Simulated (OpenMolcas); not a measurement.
**Ions of charge +2 along the 3d row on the Mg site of KMgF3**

```yaml
Program: OpenMolcas 26.06
Method: CASSCF
Spin-orbit_coupling: RASSI with atomic mean-field integrals over the reference wave functions
```

The d shell is active. Each dopant is a cluster with its nearest anions in model potentials and point charges, with no relaxation. Distances were set from a Shannon-type radius of the metal (high-spin where two are listed) plus a fixed donor radius (F 1.31 Å), in hosts weighted 0.65 to 0.35 with the host's distance in the model lattice. Ligand basis ANO-RCC-VDZP, DKH2 Hamiltonian. States (labels of O, the rotations of Oh). Energies in cm-1 above the lowest state or level, χT in cm3 K/mol; under a threefold ground state the first gap can be a small split of the lowest multiplet, not the spin-orbit step; 10Dq and B are least-squares fits to the states below 45000 cm-1, weighted by degeneracy, with a free offset, and given where the rms deviation is under 5 % of |10Dq| (or 100 cm-1) and under 700 cm-1. Spin-only χT is S(S+1) / 2 for the spin of the ground state.

```json
{"Ion": "Ti2+", "Shell": "3d2", "R (Å)": "2.106", "Metal basis": "ANO-RCC-VTZP", "Ground state": "3T1", "First state of that spin": "3T2 11798", "10Dq": "13683", "B (rms of fit)": "867 (219)", "First gap with spin-orbit (degeneracies)": "2.4 (2, 3)", "χT at 300 K": "1.089", "First state of another spin": "1T2 12028", "Spin-only χT": "1.000"}
{"Ion": "V2+", "Shell": "3d3", "R (Å)": "2.06", "Metal basis": "ANO-RCC-VTZP", "Ground state": "4A2", "First state of that spin": "4T2 11765", "10Dq": "12245", "B (rms of fit)": "938 (208)", "First gap with spin-orbit (degeneracies)": "11696 (4, 2)", "χT at 300 K": "1.856", "First state of another spin": "2E 16765", "Spin-only χT": "1.875"}
{"Ion": "Co2+", "Shell": "3d7", "R (Å)": "2.031", "Metal basis": "ANO-RCC-VTZP", "Ground state": "4T1", "First state of that spin": "4T2 6074", "10Dq": "6867", "B (rms of fit)": "1217 (123)", "First gap with spin-orbit (degeneracies)": "358.8 (2, 4)", "χT at 300 K": "3.599", "First state of another spin": "2E 15285", "Spin-only χT": "1.875"}
{"Ion": "Ni2+", "Shell": "3d8", "R (Å)": "1.995", "Metal basis": "ANO-RCC-VTZP", "Ground state": "3A2", "First state of that spin": "3T2 7058", "10Dq": "6864", "B (rms of fit)": "1287 (91)", "First gap with spin-orbit (degeneracies)": "6793 (3, 2)", "χT at 300 K": "1.430", "First state of another spin": "1E 18924", "Spin-only χT": "1.000"}
{"Ion": "Cu2+", "Shell": "3d9", "R (Å)": "2.021", "Metal basis": "ANO-RCC-VTZP", "Ground state": "2E", "First state of that spin": "2T2 5635", "10Dq": "5635", "B (rms of fit)": "", "First gap with spin-orbit (degeneracies)": "4988 (4, 2)", "χT at 300 K": "0.629", "First state of another spin": "", "Spin-only χT": "0.375"}
```

Among the 5 ions with a close fit, |10Dq| is smallest for Cu2+ (5635 cm-1) and largest for Ti2+ (13683 cm-1). The error differs from ion to ion, so this order need not be the real one.

B goes from 867 cm-1 (Ti2+) to 1287 cm-1 (Ni2+).

Every ion keeps the highest spin of its shell. χT departs most from the spin-only value for Co2+, by +1.724 cm3 K/mol.

Ligand-to-metal charge-transfer states are missing. With metal d orbitals alone and no dynamic correlation 10Dq can be off by a tenth to a fifth, either way, in oxide and fluoride hosts. An orbital triplet at a regular site is open to Jahn-Teller coupling, which can distort the site and quench the lowest spin-orbit gaps and is left out (holds for Ti2+; Co2+). Without dynamic correlation the repulsion within the d shell is too large (B by tens of per cent), so at a given field states of lower spin stand too high (holds for Ti2+; V2+; Co2+; Ni2+). With no ligand orbital active B as a rule stays too high, so bands that hang on it stand too high and its fall with covalency is understated (holds for Ti2+; V2+; Co2+; Ni2+). An orbital doublet at a regular site is open to a Jahn-Teller distortion, which this geometry leaves out (holds for Cu2+). No measured value stands beside these numbers; the geometry was set by hand and not optimised.
